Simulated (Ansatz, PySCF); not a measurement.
Spin states of CoO2 (SMILES [O]=[Co]=[O]), each relaxed with B3LYP-D3(BJ)/def2-TZVP.
State 1 (charge 0, multiplicity 4):
```xyz
3

Co     0.01918     0.02038    -0.04807
O      1.27407     0.21386    -1.07609
O     -1.32641    -0.18687     1.05384
```
State 2 (charge 0, multiplicity 6):
| atom | x (Å) | y (Å) | z (Å) |
|---|---|---|---|
| Co | 0.1310 | -0.0958 | 0.1280 |
| O | 1.2118 | 0.2737 | -1.1643 |
| O | -1.3760 | -0.1305 | 0.9660 |

Singlets are restricted, other states unrestricted; no spin–orbit coupling, no relativity up to Kr; see below for the cores. The largest T1 diagnostic is 0.068.

The values were computed with Ansatz (Gaussian orbitals); PySCF for the dispersion terms. 

Problem. What energy of the multiplicity-6 state less that of the multiplicity-4 state does PBE/def2-TZVPP give?

Solution. 0.28 eV

Doubts at one or more of the structures used: a spin-contaminated determinant (PBE/def2-TZVPP).

Ansatz is a program for electronic structure.
